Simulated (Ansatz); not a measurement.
ClFH4OSi2 can be A, `O[SiH](F)[SiH2]Cl`, or B, `F[SiH2]O[SiH2]Cl`.

Isolated molecules relaxed with PBE0-D4/def2-TZVP in Ansatz; ΔE leaves out vibrations. CCSD(T)/CBS is the MP2 limit (def2-TZVPP, def2-QZVPP) plus CCSD(T) − MP2 in def2-TZVPP, frozen cores. DFT in def2-TZVPP. Each species was taken in one conformer, which may not be the lowest.

A:

Z-matrix (Å, degrees):
```
Si
F 1 1.599
Si 1 2.352 2 107.1
O 1 1.631 2 111.2 3 -118.1
H 1 1.479 2 107.2 3 125.6
Cl 3 2.075 1 104.1 2 -86.9
H 3 1.483 1 114.7 2 30.9
H 3 1.485 1 112.7 2 157.0
H 4 0.961 1 117.4 2 80.6
```

B:

Z-matrix (Å, degrees):
```
Si
O 1 1.624
F 1 1.593 2 109.1
H 1 1.475 2 108.0 3 -117.1
H 1 1.477 2 110.4 3 118.1
Si 2 1.626 1 148.3 3 -64.1
Cl 6 2.050 2 109.9 1 -29.0
H 6 1.477 2 110.0 1 89.5
H 6 1.476 2 108.5 1 -147.0
```

Q: Which is lower in electronic energy at CCSD(T)/CBS, and by how much? (An estimate is asked.)

A: The calculation gave: B, by 132.7 kJ/mol.

Q: Give E(B) − E(A) in kJ/mol with B2PLYP, HF/def2-TZVPP, LDA (SPW92), BLYP-D4, ωB97M-V, MP2/def2-TZVPP, CCSD(T)/def2-SVP. (Best estimate.)

A: Computed: B2PLYP -136.2, HF/def2-TZVPP -160.7, LDA (SPW92) -104.2, BLYP-D4 -120.9, ωB97M-V -132.6, MP2/def2-TZVPP -141.7, CCSD(T)/def2-SVP -131.5. None reverses the order clearly.

Q: Does the order hold for the free energy at 298.15 K (harmonic terms from PBE0-D4)? (Estimate.)

A: The calculation gave: Yes: G(B) − G(A) = -137.9 kJ/mol, for one conformer each. Modes under 60 cm⁻¹, often nearly free rotors, make the harmonic entropy too high.

Largest T1 diagnostic: 0.012.

From r2SCAN to r2SCAN0 (25 % exact exchange), in def2-TZVPP and without D4, E(B) − E(A) moves by −5.2 kJ/mol. In def2-TZVPP, CCSD(T) changes the Hartree–Fock value by +26.3 kJ/mol (the triples alone add +4.0 kJ/mol) and MP2 by +18.9 kJ/mol.
